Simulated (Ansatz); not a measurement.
Relaxation of C2H8BClSSi (14 atoms, charge 0, multiplicity 1), to a largest force component of 0.015 eV/Å in at most 40 steps.

All numbers below come from RKS PBE0/def2-SVP in Ansatz 0.2.0.

```xyz
14
Properties=species:S:1:pos:R:3
C -2.006 0.675 -0.577
B -0.850 0.305 0.358
C -0.013 -0.997 0.063
Cl 0.008 -2.072 1.480
Si 1.804 -0.541 -0.271
S 2.688 0.404 1.473
H -2.141 -0.006 -1.414
H -2.953 0.763 -0.003
H -1.856 1.743 -0.970
H -0.594 0.985 1.319
H -0.385 -1.533 -0.790
H 1.885 0.403 -1.376
H 2.507 -1.725 -0.601
H 2.270 -0.635 2.339
```

Question: Where does it end, and by what steps?

Answer: It converged. After 21 steps the energy has fallen by 0.361 eV; H10 moved furthest, 0.96 Å.

```csv
step,energy less start (eV),largest force component (eV/Å),accepted
0,0.0000,1.847,yes
1,-0.2162,0.597,yes
2,-0.2597,0.290,yes
3,-0.2770,0.194,yes
4,-0.3066,0.097,yes
5,-0.3243,0.252,yes
6,-0.3338,0.312,yes
7,-0.3444,0.280,yes
8,-0.3528,0.178,yes
9,-0.3526,0.322,no
10,-0.3577,0.065,yes
11,-0.3589,0.069,yes
12,-0.3596,0.067,yes
13,-0.3600,0.033,yes
14,-0.3604,0.030,yes
15,-0.3605,0.030,yes
16,-0.3606,0.029,yes
17,-0.3607,0.023,yes
18,-0.3608,0.033,yes
19,-0.3609,0.038,yes
20,-0.3610,0.015,yes
21,-0.3610,0.005,yes
```

```xyz
14
Properties=species:S:1:pos:R:3
C -1.647 0.860 -0.594
B -1.008 0.023 0.561
C -0.099 -1.209 0.262
Cl 0.259 -2.262 1.687
Si 1.587 -0.589 -0.375
S 2.416 0.789 1.045
H -1.433 0.520 -1.618
H -2.742 0.872 -0.448
H -1.339 1.916 -0.497
H -1.203 0.347 1.710
H -0.514 -1.852 -0.534
H 1.427 0.185 -1.640
H 2.457 -1.777 -0.610
H 2.202 -0.055 2.082
```

The run took 2.3 min on 2 threads of Intel(R) Xeon(R) Platinum 8488C (Sapphire Rapids) (shared host), peak memory 0.39 GiB.
